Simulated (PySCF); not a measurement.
C3H9NOSi, SMILES N[Si@@H](O)/C=C/C. Heavy atoms are numbered as in [CH3:1]/[CH:2]=[CH:3]/[Si@@H:4]([NH2:5])[OH:6]. Hydrogens are named by the atom that carries them.

Coordinates come from a ωB97X-D3(BJ)/def2-SVP optimisation. The structure was generated by enumeration; whether it is a known compound was not checked. Other conformers were not sampled.

Computed with PBE/pcSseg-1 (PySCF).

GIAO shieldings, no solvent; atoms alike by connectivity are averaged. δ = σ(ref) − σ: ¹³C against TMS (σ = 182.0 ppm); ²⁹Si against TMS (σ = 335.4 ppm); ¹⁵N against NH3 (σ = 267.0 ppm); ¹⁷O against H2O (σ = 334.3 ppm); ¹H against TMS (σ = 31.49 ppm), references at their B3LYP-D3(BJ)/def2-TZVP geometries, non-relativistic.

| nucleus | atoms | count | δ (ppm) |
|---|---|---|---|
| ¹³C | C2 (CH) | 1 | 158.3 |
| ¹³C | C3 (CH) | 1 | 134.8 |
| ¹³C | C1 (CH3) | 1 | 28.9 |
| ²⁹Si | Si4 (SiH) | 1 | -30.1 |
| ¹⁵N | N5 (NH2) | 1 | 39.0 |
| ¹⁷O | O6 (OH) | 1 | 58.1 |
| ¹H | H on C2 | 1 | 6.89 |
| ¹H | H on C3 | 1 | 6.11 |
| ¹H | H on Si4 | 1 | 5.46 |
| ¹H | H on C1 | 3 | 2.22 |
| ¹H | H on N5 | 2 | 1.15 |
| ¹H | H on O6 | 1 | 0.99 |
